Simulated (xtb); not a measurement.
xtb input (GFN1-xTB):

```bash
xtb mol.xyz --gfn 1 --sp --chrg 0 --uhf 0
```
mol.xyz:
```
12

Si     2.35129758    -0.33395317     0.35704971
C      0.51438345    -0.13066875     0.13864479
C     -0.49767965    -0.83077067     0.87162369
C     -1.76524626    -0.48679762     0.50688075
S     -1.76273271     0.69816260    -0.73820015
C     -0.04596481     0.73202262    -0.76928716
H      2.76053497     0.00250474     1.74208675
H      2.76485552    -1.73286034     0.09052520
H      3.04655291     0.56860515    -0.58948740
H     -0.28679503    -1.56157172     1.64005873
H     -2.69600568    -0.86254508     0.89925948
H      0.46345818     1.38789651    -1.45710873
```

End of the output:

```
         :::::::::::::::::::::::::::::::::::::::::::::::::::::
         ::                     SUMMARY                     ::
         :::::::::::::::::::::::::::::::::::::::::::::::::::::
         :: total energy             -17.221630564844 Eh    ::
         :: gradient norm              0.029512332484 Eh/a0 ::
         :: HOMO-LUMO gap              3.995207420276 eV    ::
         ::.................................................::
         :: SCC energy               -17.434849288826 Eh    ::
         :: -> electrostatic           0.004895742119 Eh    ::
         :: repulsion energy           0.218763772188 Eh    ::
         :: dispersion energy         -0.005545048206 Eh    ::
         :: halogen bond corr.         0.000000000000 Eh    ::
         :: add. restraining           0.000000000000 Eh    ::
         :: total charge               0.000000000000 e     ::
         :::::::::::::::::::::::::::::::::::::::::::::::::::::

           -------------------------------------------------
          |                Property Printout                |
           -------------------------------------------------

    * Orbital Energies and Occupations

         #    Occupation            Energy/Eh            Energy/eV
      -------------------------------------------------------------
         1        2.0000           -0.9040347             -24.6000
       ...           ...                  ...                  ...
         4        2.0000           -0.6280566             -17.0903
         5        2.0000           -0.6042406             -16.4422
         6        2.0000           -0.5887824             -16.0216
         7        2.0000           -0.5541532             -15.0793
         8        2.0000           -0.5186745             -14.1139
         9        2.0000           -0.5149338             -14.0121
        10        2.0000           -0.5043738             -13.7247
        11        2.0000           -0.4917574             -13.3814
        12        2.0000           -0.4692966             -12.7702
        13        2.0000           -0.4668185             -12.7028
        14        2.0000           -0.4464352             -12.1481
        15        2.0000           -0.4330412             -11.7837
        16        2.0000           -0.4231053             -11.5133 (HOMO)
        17                         -0.2762841              -7.5181 (LUMO)
Note: The following floating-point exceptions are signalling: IEEE_DENORMAL
normal termination of xtb
        18                         -0.2302953              -6.2667
        19                         -0.2051439              -5.5823
        20                         -0.1885782              -5.1315
        21                         -0.1776342              -4.8337
        22                         -0.1571116              -4.2752
        23                         -0.1413897              -3.8474
        24                         -0.1032108              -2.8085
        25                         -0.0948803              -2.5818
        26                         -0.0790223              -2.1503
        27                         -0.0656624              -1.7868
       ...                                ...                  ...
        46                          1.2934509              35.1966
      -------------------------------------------------------------
                  HL-Gap            0.1468212 Eh            3.9952 eV
             Fermi-level           -0.3496947 Eh           -9.5157 eV

  Mulliken/CM5 charges         n(s)   n(p)   n(d)
     1Si    0.22845 -0.05720   1.305  1.938  0.529
     2C    -0.11338 -0.08318   1.099  3.015  0.000
     3C    -0.04209 -0.09009   1.058  2.984  0.000
     4C     0.00691 -0.03161   1.056  2.938  0.000
     5S    -0.01916 -0.05977   1.914  4.083  0.023
     6C     0.03758  0.00506   1.065  2.898  0.000
     7H    -0.07142  0.00948   1.071  0.000  0.000
     8H    -0.07142  0.00948   1.071  0.000  0.000
     9H    -0.07472  0.00677   1.075  0.000  0.000
    10H     0.03663  0.09344   0.963  0.000  0.000
    11H     0.04049  0.09733   0.960  0.000  0.000
    12H     0.04213  0.10029   0.958  0.000  0.000

Wiberg/Mayer (AO) data.
largest (>0.10) Wiberg bond orders for each atom

 ---------------------------------------------------------------------------
     #   Z sym  total        # sym  WBO       # sym  WBO       # sym  WBO
 ---------------------------------------------------------------------------
     1  14 Si   4.098 --     2 C    1.070     9 H    0.935     8 H    0.933
                             7 H    0.933     6 C    0.104
     2   6 C    3.958 --     6 C    1.531     3 C    1.207     1 Si   1.070
     3   6 C    3.992 --     4 C    1.658     2 C    1.207    10 H    0.966
     4   6 C    3.955 --     3 C    1.658     5 S    1.164    11 H    0.975
                             6 C    0.119
     5  16 S    2.569 --     6 C    1.194     4 C    1.164
     6   6 C    3.960 --     2 C    1.531     5 S    1.194    12 H    0.971
                             4 C    0.119     1 Si   0.104
     7   1 H    0.990 --     1 Si   0.933
     8   1 H    0.990 --     1 Si   0.933
     9   1 H    0.989 --     1 Si   0.935
    10   1 H    1.000 --     3 C    0.966
    11   1 H    1.002 --     4 C    0.975
    12   1 H    1.002 --     6 C    0.971
 ---------------------------------------------------------------------------

Topologies differ in total number of bonds
Writing topology from bond orders to xtbtopo.mol

 dipole moment from electron density (au)
     X       Y       Z
  -0.5768   0.0859  -0.0917  total (Debye):    1.500

           -------------------------------------------------
          | TOTAL ENERGY              -17.221630564844 Eh   |
          | GRADIENT NORM               0.029512332484 Eh/α |
          | HOMO-LUMO GAP               3.995207420276 eV   |
           -------------------------------------------------

------------------------------------------------------------------------
------------------------------------------------------------------------
 total:
 SCF:
```
